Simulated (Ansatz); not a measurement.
`CS[S][SnH3]` → `CS[S]`• + `[SnH3]`•  (homolysis of the S–Sn bond)

Isolated molecules relaxed with PBE0-D4/def2-TZVP in Ansatz; ΔE leaves out vibrations. CBS: MP2 limit from def2 TZ/QZ plus the TZ coupled-cluster correction, frozen cores. Functionals use def2-TZVPP. B3LYP here is the variant with VWN-RPA as its local correlation; programs differ in this. HSE06 is defined as in plane-wave codes. Open shells (•) are unrestricted, without spin–orbit coupling. Elements past krypton have def2 core potentials. For Sn outer-core shells are correlated without core-valence functions, which leaves a few kJ/mol of doubt a bond. One conformer a species, not always the lowest.

```json
{"level": "r2SCAN-D4", "ΔE (kJ/mol)": "212.0", "difference from CCSD(T)/CBS": "-36.3"}
{"level": "B97M-V", "ΔE (kJ/mol)": "233.4", "difference from CCSD(T)/CBS": "-14.9"}
{"level": "B3LYP-D4", "ΔE (kJ/mol)": "215.6", "difference from CCSD(T)/CBS": "-32.7"}
{"level": "HSE06-D4", "ΔE (kJ/mol)": "225.1", "difference from CCSD(T)/CBS": "-23.2"}
{"level": "BHLYP-D4", "ΔE (kJ/mol)": "222.9", "difference from CCSD(T)/CBS": "-25.4"}
{"level": "B2PLYP", "ΔE (kJ/mol)": "214.4", "difference from CCSD(T)/CBS": "-33.9"}
{"level": "PBE-QIDH", "ΔE (kJ/mol)": "233.4", "difference from CCSD(T)/CBS": "-14.9"}
{"level": "BLYP", "ΔE (kJ/mol)": "184.0", "difference from CCSD(T)/CBS": "-64.3"}
{"level": "B3LYP", "ΔE (kJ/mol)": "196.9", "difference from CCSD(T)/CBS": "-51.4"}
{"level": "LC-ωPBE", "ΔE (kJ/mol)": "220.3", "difference from CCSD(T)/CBS": "-28.0"}
{"level": "HF/def2-SVP", "ΔE (kJ/mol)": "159.6", "difference from CCSD(T)/CBS": "-88.7"}
{"level": "HF/def2-TZVPP", "ΔE (kJ/mol)": "153.1", "difference from CCSD(T)/CBS": "-95.2"}
{"level": "MP2/def2-TZVPP", "ΔE (kJ/mol)": "248.3", "difference from CCSD(T)/CBS": "0.0"}
{"level": "HF/def2-QZVPP", "ΔE (kJ/mol)": "152.5", "difference from CCSD(T)/CBS": "-95.8"}
{"level": "MP2/def2-QZVPP", "ΔE (kJ/mol)": "258.9", "difference from CCSD(T)/CBS": "10.6"}
{"level": "HF/CBS(def2)", "ΔE (kJ/mol)": "152.4", "difference from CCSD(T)/CBS": "-95.9"}
{"level": "CCSD(T)/CBS", "ΔE (kJ/mol)": "248.3", "difference from CCSD(T)/CBS": "0"}
```

Largest T1 diagnostic among the species: 0.022.

From BLYP to BHLYP (50 % exact exchange), in def2-TZVPP and without D4, ΔE moves by +20.4 kJ/mol. In def2-TZVPP, CCSD(T) changes the Hartree–Fock value by +76.4 kJ/mol (the triples alone add +6.9 kJ/mol) and MP2 by +95.2 kJ/mol; breaking electron pairs costs correlation energy, which Hartree–Fock lacks. At CCSD(T), def2-SVP lies −31.1 kJ/mol from the extrapolated value and def2-TZVPP −18.8 kJ/mol: correlation converges slowly with the basis, and small sets miss more of it in the bonded molecule than in its fragments.
